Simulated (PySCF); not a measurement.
Species: Mo(CH)Me3, C₄H₁₀Mo (singlet state).
Bonds: Mo1–C2, Mo1–C4, Mo1–C8, Mo1–C12. Hydrogens: H3 on C2; H5, H6, H7 on C4; H9, H10, H11 on C8; H13, H14, H15 on C12.

Theory: PySCF, PBE0-D3(BJ)/def2-SVP geometry optimisation, gas phase, def2 core potentials past Kr.

(1) How far are the bound atoms from Mo1?

(2) List the angles at Mo1.

(3) What is the shape at Mo1?

(4) What are the other bond lengths?

(5) What are the rotational constants (commonest isotopes, rigid rotor)?

Answers

(1) 4 atoms: C2 1.711 Å, C8 2.093 Å, C12 2.093 Å, C4 2.094 Å. The nearest atom not counted as bound is H9, at 2.66 Å (others tie with it).

(2) 
```json
{"angle": "C4–Mo1–C12", "degrees": "116.2", "distance of the outer atoms (Å)": "3.55"}
{"angle": "C4–Mo1–C8", "degrees": "116.1", "distance of the outer atoms (Å)": "3.55"}
{"angle": "C8–Mo1–C12", "degrees": "115.9", "distance of the outer atoms (Å)": "3.55"}
{"angle": "C2–Mo1–C8", "degrees": "101.6", "distance of the outer atoms (Å)": "2.96"}
{"angle": "C2–Mo1–C4", "degrees": "101.6", "distance of the outer atoms (Å)": "2.96"}
{"angle": "C2–Mo1–C12", "degrees": "101.6", "distance of the outer atoms (Å)": "2.96"}
```

(3) Distorted tetrahedral: angles from 101.6° to 116.2°; τ4 = (360° − α − β)/141° = 0.91 with α and β the two widest (0 for a square, 1 for a tetrahedron). The Mo–C distances aren't all alike: 1.711 to 2.094 Å.

(4) C2–H3 1.095 Å; C4–H5 and 8 like bonds 1.105 Å.

(5) A = 3139, B = 3130, C = 2409 MHz: an oblate symmetric top.

Point group: C3v (tolerance 0.08 Å). Charge 0, singlet. Whether it is a minimum is left open (no frequencies).

Hardware: one thread, Arm Neoverse V2 (aarch64), no GPU (shared host). Cost: 2.1 min of wall time, 0.58 GiB resident at most. These figures are those of the optimisation.
